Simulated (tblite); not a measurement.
C₅H₁₅P₂ (charge +1).
Cartesian coordinates in Å at the GFN2-xTB level; atoms count from 1:
```
atom  x, y, z in Å
C1     1.0923   -1.9466   -0.8479
P2     0.7771   -0.1613   -0.8549
P3     2.5521    0.8823   -0.1973
C4    -0.6719    0.2983    0.2151
C5    -0.3599   -0.1479    1.6399
C6    -1.9215   -0.3871   -0.3301
C7    -0.7996    1.8193    0.1368
H8     1.8399   -2.1874   -1.6050
H9     0.1775   -2.4967   -1.0664
H10    1.4737   -2.2423    0.1306
H11    0.3746    0.1196   -2.1542
H12    2.2634    2.0025   -0.9836
H13    3.3246    0.2813   -1.1994
H14   -1.1439    0.1981    2.3096
H15   -0.3136   -1.2326    1.7168
H16    0.5847    0.2740    1.9866
H17   -2.0999   -0.1191   -1.3708
H18   -1.8514   -1.4701   -0.2516
H19   -2.7875   -0.0724    0.2481
H20    0.0792    2.3088    0.5592
H21   -1.6655    2.1450    0.7091
H22   -0.9350    2.1536   -0.8921
```

Computed with GFN2-xTB (tblite): harmonic, unscaled wavenumbers at the GFN2-xTB geometry, gas phase. The method is semi-empirical: single wavenumbers can be off by several per cent or more. Modes of hydrogen on phosphorus can be 10 to 20 % off. One conformer, not necessarily the lowest.

Harmonic wavenumbers (cm⁻¹): 33.7, 105.6, 145.7, 151.5, 170.6, 187.4, 208.5, 230.4, 253.4, 263.3, 288.6, 336.3, 381.6, 385.4, 485.9, 608.5, 680.9, 713.7, 745.2, 787.9, 798.6, 836.3, 871.8, 930.1, 955.8, 957.5, 959.6, 1015.5, 1017.3, 1081.6, 1175.0, 1222.9, 1230.5, 1313.0, 1392.5, 1396.3, 1405.5, 1407.6, 1427.3, 1461.2, 1463.7, 1472.0, 1482.1, 1488.8, 1490.5, 2240.7, 2285.5, 2315.4, 2986.6, 2987.7, 2993.3, 2997.1, 3001.1, 3006.7, 3018.1, 3029.3, 3032.4, 3043.9, 3045.8, 3049.4.

A = 2213, B = 1333, C = 1071 MHz; mass 137.065 u (most abundant isotopes); point group C1, symmetry number 1.

Problem. Zero-point energy?

Solution. ½Σν̃ = 40225 cm⁻¹ = 115.01 kcal/mol.

Problem. Give the ideal-gas entropy at 298.15 K and 1 bar in the rigid-rotor, harmonic-oscillator model (classical rotation).

Solution. Translation 40.68, rotation 29.01, vibration 34.83: S = 104.5 cal/(mol K).

Problem. And Cp and H(298.15 K) − H(0)?

Solution. Cp = 44.53 cal/(mol K), of which vibrations give 36.58 (their classical limit is 60 R = 119.2); H(298.15 K) − H(0) = 7.99 kcal/mol without the zero-point energy, 5.62 from vibrations.

Problem. Blend soft modes into free rotors: weight 1/[1 + (100 cm⁻¹/ν̃)⁴] for the oscillator and the rest for a rotor with moment μB/(μ + B), μ = h/(8π²ν), B = 10⁻⁴⁴ kg m². What vibrational entropy results?

Solution. 32.89 cal/(mol K) in place of 34.83, which changes −T·S at 298.15 K by +0.58 kcal/mol.

Problem. What must be added to the electronic energy to get the Gibbs energy at 298.15 K and 1 bar?

Solution. ZPE + [H(298.15 K) − H(0)] − T·S = 115.01 + 7.99 − 31.16 = 91.84 kcal/mol.

Problem. How do the functions run with temperature in this model?

Solution. 
| T (K) | S (cal/(mol K)) | Cp (cal/(mol K)) | H − H(0) (kcal/mol) | G − H(0) (kcal/mol) | ln q(vib) |
| --- | --- | --- | --- | --- | --- |
| 50 | 58.5 | 12.9 | 0.49 | -2.43 | 0.57 |
| 100 | 70.2 | 21.5 | 1.36 | -5.66 | 1.78 |
| 373.15 | 115.4 | 52.5 | 11.63 | -31.43 | 10.41 |
| 500 | 132.5 | 64.4 | 19.08 | -47.16 | 14.33 |
| 750 | 162.1 | 81.9 | 37.51 | -84.09 | 21.66 |
| 1000 | 187.4 | 93.8 | 59.55 | -127.87 | 28.43 |

q(vib) and H(0) count from the zero-point level.

Problem. Which modes carry the vibrational entropy at 298.15 K?

Solution. 33.7 cm⁻¹: 5.60; 105.6 cm⁻¹: 3.35; 145.7 cm⁻¹: 2.73; 151.5 cm⁻¹: 2.65; 170.6 cm⁻¹: 2.43; 187.4 cm⁻¹: 2.25 cal/(mol K); the other 54 give 15.82 together.

Hindered rotation and anharmonicity are outside this model. Other conformers, if any are populated, would add a mixing term that is left out. The structure is chiral; the term R ln 2 for an equal mix with its mirror image is left out.
